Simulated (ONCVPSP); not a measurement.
**Before and after: ONCV potential for B (Z = 5)**

ONCVPSP 4.0.1 input, shortened (lines: element, Z, core and valence counts, functional; n l f; lmax; l rc ep ncon nbas qcut; lloc lpopt rc5 dvloc0; l nproj debl; icmod fcfact rcfact), PBE, scalar-relativistic:

```
  B 5.00    1    2        4      upf
    1    0    2.00
    2    0    2.00
    2    1    1.00
    1
    0    1.25    0.00    4    9    5.50
    1    2.65    0.00    3    7    6.10
    4    1    1.10   -1.00
    0    2    1.50
    1    3    0.50
    0    0.00    0.00
```

All-electron outer shells of the reference configuration (PBE, scalar-relativistic, ld1.x):

```
shell  level (eV)  outermost node (bohr)  outermost maximum (bohr)
   1s     -180.59                      –                      0.21
   2s       -9.44                   0.46                      1.52
   2p       -3.61                      –                      1.57
```

Change: all radii scaled by about 1.12 (s 1.40, p 2.96 bohr); local potential polynomial inside 1.22 bohr (lpopt 1, dvloc0 -1 Ha).

Cutoffs: the cutoffs (Ha) at which the residual kinetic energy of the hardest occupied pseudo-wave falls to 1 and 0.1 mHa per electron; they do not see the model core or the augmentation charge, which bear on the density cutoff. Errors are all-electron minus pseudo energies relative to the spin-unpolarised reference configuration.

Task: Predict the effect on cutoff, ghosts and configuration errors.

Result: The potential gets neither clearly harder nor softer (12 Ha and 17 Ha → 11 Ha and 15 Ha); of the 4 tests that both files solve, the error grows in 4 and shrinks in 0 by more than 15 % and 0.3 meV (median size 35.6 → 49.5 meV); neither file shows a bound ghost. More of the atom is replaced by a form fitted at one configuration, so other configurations suffer.

```csv
quantity,base,changed
"cutoff, loose",12 Ha,11 Ha
"cutoff, tight",17 Ha,15 Ha
loose cutoff by channel,"s 12 Ha, p 9.0 Ha","s 11 Ha, p 8.1 Ha"
bound ghosts,none,none
GHOST(+) flags under 300 eV,none,none
"error for 2s2 2p0, meV [ΔE 8.22 eV]",+42,+57
"error for 2s1 2p0, meV [ΔE 33.64 eV]",+161,+199
"error for 2s2 2p0.5, meV [ΔE 2.89 eV]",+5.7,+8.1
"error for 2s0 2p3, meV [ΔE 11.72 eV]",-29,-42
```
